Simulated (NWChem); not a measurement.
System: C4H4O2; SMILES O=C1CC(=O)C1

NWChem input:

```
start job
memory heap 200 mb stack 900 mb global 1100 mb
geometry units angstroms noautoz
  O      0.000000     2.264924     0.000000
  C      0.000000     1.063196     0.000000
  C      1.121519     0.000000     0.000000
  C      0.000000    -1.063196     0.000000
  O      0.000000    -2.264924     0.000000
  C     -1.121519     0.000000     0.000000
  H      1.765650     0.000000     0.888134
  H      1.765650     0.000000    -0.888134
  H     -1.765650     0.000000    -0.888134
  H     -1.765650     0.000000     0.888134
end
basis spherical
  * library def2-tzvp
end
dft
  xc xcamb88 1.00 lyp 0.81 vwn_5 0.19 hfexch 1.00
  cam 0.33 cam_alpha 0.19 cam_beta 0.46
  iterations 150
  semidirect filesize 400000000
  mulliken
end
task dft energy
```

Parts of the log:

```
             Northwest Computational Chemistry Package (NWChem) 7.3.0
             --------------------------------------------------------

 D2H symmetry detected

                             Geometry "geometry" -> ""
                             -------------------------

 Output coordinates in angstroms (scale by  1.889725989 to convert to a.u.)

  No.       Tag          Charge          X              Y              Z
 ---- ---------------- ---------- -------------- -------------- --------------
    1 O                    8.0000     0.00000000     2.26492400     0.00000000
    2 C                    6.0000     0.00000000     1.06319600     0.00000000
    3 C                    6.0000     1.12151900     0.00000000     0.00000000
    4 C                    6.0000     0.00000000    -1.06319600     0.00000000
    5 O                    8.0000     0.00000000    -2.26492400     0.00000000
    6 C                    6.0000    -1.12151900     0.00000000     0.00000000
    7 H                    1.0000     1.76565000     0.00000000     0.88813400
    8 H                    1.0000     1.76565000     0.00000000    -0.88813400
    9 H                    1.0000    -1.76565000     0.00000000    -0.88813400
   10 H                    1.0000    -1.76565000     0.00000000     0.88813400

 Effective nuclear repulsion energy (a.u.)     211.5039931309

      Symmetry information
      --------------------

 Group name             D2h
 Group number             26
 Group order               8
 No. of unique centers     4

                                 NWChem DFT Module
                                 -----------------

 Summary of "ao basis" -> "ao basis" (spherical)
 ------------------------------------------------------------------------------
       Tag                 Description            Shells   Functions and Types
 ---------------- ------------------------------  ------  ---------------------
 O                         def2-tzvp                11       31   5s3p2d1f
 C                         def2-tzvp                11       31   5s3p2d1f
 H                         def2-tzvp                 4        6   3s1p

      Symmetry analysis of basis
      --------------------------

        ag         47
        au         10
        b1g        22
        b1u        26
        b2g        18
        b2u        36
        b3g        18
        b3u        33

            General Information
            -------------------
          SCF calculation type: DFT
          Wavefunction type:  closed shell.
          No. of atoms     :    10
          No. of electrons :    44
           Alpha electrons :    22
            Beta electrons :    22
          Charge           :     0
          Spin multiplicity:     1
          Use of symmetry is: on ; symmetry adaption is: on
          Maximum number of iterations: 150
          AO basis - number of functions:   210
                     number of shells:    82
          Convergence on energy requested:  1.00D-06
          Convergence on density requested:  1.00D-05
          Convergence on gradient requested:  5.00D-04

              XC Information
              --------------
                     Hartree-Fock (Exact) Exchange  1.000
                   CAM-Becke88 Exchange Functional  1.000
                      VWN V Correlation Functional  0.190 local
              Lee-Yang-Parr Correlation Functional  0.810

           Range-Separation Parameters
           ---------------------------
           Alpha           :  0.19
           Beta            :  0.46
           Gamma           :  0.33
           Short-Range HF  :     F

             Grid Information
             ----------------
          Grid used for XC integration:  medium
          Radial quadrature: Mura-Knowles
          Angular quadrature: Lebedev.
          Tag              B.-S. Rad. Rad. Pts. Rad. Cut. Ang. Pts.
          ---              ---------- --------- --------- ---------
          O                   0.60       49          11.0       434
          C                   0.70       49          10.0       434
          H                   0.35       45          11.0       434
          Grid pruning is: on
          Number of quadrature shells:   192
          Spatial weights used:  Erf1

      Superposition of Atomic Density Guess
      -------------------------------------

 Sum of atomic energies:        -302.25316410

      Non-variational initial energy
      ------------------------------

 Total energy =    -305.471477
 1-e energy   =    -829.834189
 2-e energy   =     312.858718
 HOMO         =      -0.303729
 LUMO         =      -0.046486

      Symmetry analysis of molecular orbitals - initial
      -------------------------------------------------

  Numbering of irreducible representations:

     1 ag          2 au          3 b1g         4 b1u         5 b2g
     6 b2u         7 b3g         8 b3u

  Orbital symmetries:

     1 b2u         2 ag          3 ag          4 b3u         5 ag
     6 b2u         7 ag          8 b2u         9 ag         10 b3u
    11 b2u        12 ag         13 b1u        14 ag         15 b1g
    16 b3g        17 b3u        18 b2u        19 b2g        20 b1u
    21 b3u        22 b1g        23 b1u        24 b3g        25 ag
    26 b2u        27 b3u        28 b1u        29 b2g        30 ag
    31 b2u        32 ag

     ---------------------------------------------
      Total Density - Mulliken Population Analysis
     ---------------------------------------------

    Atom       Charge   Shell Charges
 -----------   ------   -------------------------------------------------------
    1 O    8     8.75   0.79  1.18  0.61  0.97  0.29  2.00  2.11  0.78  0.00  0.02  0.00
    2 C    6     5.23   0.86  1.12  0.54  0.55  0.11  0.91  0.87  0.14  0.04  0.08  0.02
    3 C    6     6.39   0.86  1.12  0.55  0.70  0.05  1.23  1.41  0.43  0.01  0.04  0.00
    4 C    6     5.23   0.86  1.12  0.54  0.55  0.11  0.91  0.87  0.14  0.04  0.08  0.02
    5 O    8     8.75   0.79  1.18  0.61  0.97  0.29  2.00  2.11  0.78  0.00  0.02  0.00
    6 C    6     6.39   0.86  1.12  0.55  0.70  0.05  1.23  1.41  0.43  0.01  0.04  0.00
    7 H    1     0.81   0.23  0.43  0.13  0.02
    8 H    1     0.81   0.23  0.43  0.13  0.02
    9 H    1     0.81   0.23  0.43  0.13  0.02
   10 H    1     0.81   0.23  0.43  0.13  0.02

   convergence    iter        energy       DeltaE   RMS-Dens  Diis-err
 ---------------- ----- ----------------- --------- --------- ---------
 d= 0,ls=0.0,diis     1   -305.0116715846 -5.17D+02  8.30D-03  2.02D+00
 d= 0,ls=0.0,diis     2   -304.7198121880  2.92D-01  5.00D-03  5.68D+00
 d= 0,ls=0.0,diis     3   -305.2203641210 -5.01D-01  7.32D-04  4.37D-02
 d= 0,ls=0.0,diis     4   -305.2239863429 -3.62D-03  2.99D-04  5.81D-03
 d= 0,ls=0.0,diis     5   -305.2245688500 -5.83D-04  5.63D-05  3.25D-04
  Resetting Diis
 d= 0,ls=0.0,diis     6   -305.2246140919 -4.52D-05  2.95D-05  2.52D-05
 d= 0,ls=0.0,diis     7   -305.2246180815 -3.99D-06  1.60D-05  2.02D-06
 d= 0,ls=0.0,diis     8   -305.2246180753  6.14D-09  4.29D-06  2.93D-06

         Total DFT energy =     -305.224618075311
      One electron energy =     -833.583034171169
           Coulomb energy =      357.058326785658
    Exchange-Corr. energy =      -40.203903820719
 Nuclear repulsion energy =      211.503993130919

 Numeric. integr. density =       44.000008418442

                  Occupations of the irreducible representations
                  ----------------------------------------------

                     irrep           alpha         beta
                     --------     --------     --------
                     ag                7.0          7.0
                     au                0.0          0.0
                     b1g               2.0          2.0
                     b1u               2.0          2.0
                     b2g               1.0          1.0
                     b2u               5.0          5.0
                     b3g               1.0          1.0
                     b3u               4.0          4.0

                       DFT Final Molecular Orbital Analysis
                       ------------------------------------

 Vector   20  Occ=2.000000D+00  E=-4.371489D-01  Symmetry=b1u
              MO Center=  7.8D-16, -1.0D-14,  5.6D-16, r^2= 4.5D+00
   Bfn.  Coefficient  Atom+Function         Bfn.  Coefficient  Atom+Function
  ----- ------------  ---------------      ----- ------------  ---------------
     8      0.255814   1 O  pz              132      0.255814   5 O  pz
    11      0.209123   1 O  pz              135      0.209123   5 O  pz
    70     -0.131145   3 C  pz              163     -0.131145   6 C  pz
    39      0.123086   2 C  pz              101      0.123086   4 C  pz
    14      0.121899   1 O  pz              138      0.121899   5 O  pz

 Vector   21  Occ=2.000000D+00  E=-3.567435D-01  Symmetry=b3u
              MO Center= -1.8D-15, -4.7D-14,  1.1D-15, r^2= 4.1D+00
   Bfn.  Coefficient  Atom+Function         Bfn.  Coefficient  Atom+Function
  ----- ------------  ---------------      ----- ------------  ---------------
    67      0.341415   3 C  s               160     -0.341415   6 C  s
     6     -0.258852   1 O  px              130     -0.258852   5 O  px
     9     -0.212066   1 O  px              133     -0.212066   5 O  px
    68     -0.192633   3 C  px              161     -0.192633   6 C  px
    71     -0.160153   3 C  px              164     -0.160153   6 C  px

[...]
```

Level: CAM-B3LYP/def2-TZVP. Geometry: optimised at B3LYP/6-31G* (spherical d).
